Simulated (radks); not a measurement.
In8+, configuration [Kr] 4d5. All-electron calculation, Dirac Kohn-Sham, PBE, spin-unpolarised, spherical densities, finite nucleus; open shells are shared between the two j in proportion to 2j + 1; Fermi nuclear charge, rms radius 4.6156 fm. Program: a radial shooting solver on a logarithmic mesh with Libxc functionals. Some entries of the table are withheld. Estimate them.

| orbital | occ. | eigenvalue (hartree) | <r> (bohr) |
|---|---|---|---|
| 1s1/2 | 2 | -1024.549 | 0.02971 |
| 2s1/2 | 2 | (1) | 0.1281 |
| 2p1/2 | 2 | -147.6142 | (2) |
| 2p3/2 | 4 | -139.8646 | (3) |
| 3s1/2 | 2 | (4) | 0.3479 |
| 3p1/2 | 2 | -30.02868 | 0.3389 |
| 3p3/2 | 4 | -28.62388 | 0.3499 |
| 3d3/2 | 4 | (5) | 0.3213 |
| 3d5/2 | 6 | (6) | 0.3248 |
| 4s1/2 | 2 | -9.29364 | 0.8205 |
| 4p1/2 | 2 | (7) | 0.8572 |
| 4p3/2 | 4 | (8) | 0.8809 |
| 4d3/2 | 2 | -5.33428 | 0.9831 |
| 4d5/2 | 3 | -5.28969 | 0.9910 |

Answer. 
(1) 2s1/2 eigenvalue (hartree): -157.9011
(2) 2p1/2 <r> (bohr): 0.1084
(3) 2p3/2 <r> (bohr): 0.1137
(4) 3s1/2 eigenvalue (hartree): -34.17708
(5) 3d3/2 eigenvalue (hartree): -21.29813
(6) 3d5/2 eigenvalue (hartree): -21.00961
(7) 4p1/2 eigenvalue (hartree): -7.88666
(8) 4p3/2 eigenvalue (hartree): -7.61268
